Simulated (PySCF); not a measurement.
Cl₃HHfO, SMILES [OH][Hf]([Cl])([Cl])[Cl], multiplicity 1. Atoms are numbered in the order given.

```xyz
6

Hf     0.0000     0.0000    -0.1628
Cl     1.9277     1.1130     0.6120
Cl    -1.9277     1.1130     0.6120
Cl     0.0000    -2.2259     0.6120
O      0.0000     0.0000    -2.0596
H      0.0000     0.0000    -3.0190
```

The structure is a stationary point at B3LYP-D3(BJ)/def2-SVP. The spin state was assumed, not searched. The isomer is the one that the SMILES or the coordinates give; other isomers of the formula were not compared. The def2 effective core potentials stand for the cores of Hf; spin–orbit coupling is left out. One conformer was computed; it need not be the lowest.

All values below come from PBE/def2-TZVP (PySCF).

Symmetry labels are those of the subgroup Cs that the program uses (full group C3v).

### Question
List the valence orbital energies around the gap with their symmetry. (Estimate from the structure and the level; the computed values follow.)

### Answer

| orbital | symmetry | energy (eV) |
|---|---|---|
| HOMO−7 | A' | -9.04 |
| HOMO−6 | A" | -9.04 |
| HOMO−5 | A" | -8.50 |
| HOMO−4 | A' | -8.50 |
| HOMO−3 | A' | -8.41 |
| HOMO−2 | A' | -8.00 |
| HOMO−1 | A" | -8.00 |
| HOMO | A" | -7.91 |
| LUMO | A" | -2.37 |
| LUMO+1 | A' | -2.37 |
| LUMO+2 | A' | -1.62 |
| LUMO+3 | A' | -1.42 |
